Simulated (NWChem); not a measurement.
System: vinylene carbonate (C$_{3}$H$_{2}$O$_{3}$); SMILES O=c1occo1

All runs: NWChem. The geometry was optimised at PBE-D3(BJ)/def2-SVP. Level: M05-2X/def2-SVP with COSMO at NWChem's default radii, gas-phase geometry; the question gives the dielectric constant.

Task: Predict the results for dielectric constant 7.6. Quantities: electrostatic solvation energy (kcal/mol); dipole in solution (D).

Result: 
```
Property                                   Result
-----------------------------------------  ------
electrostatic solvation energy (kcal/mol)    -7.0
dipole in solution (D)                       5.74
```
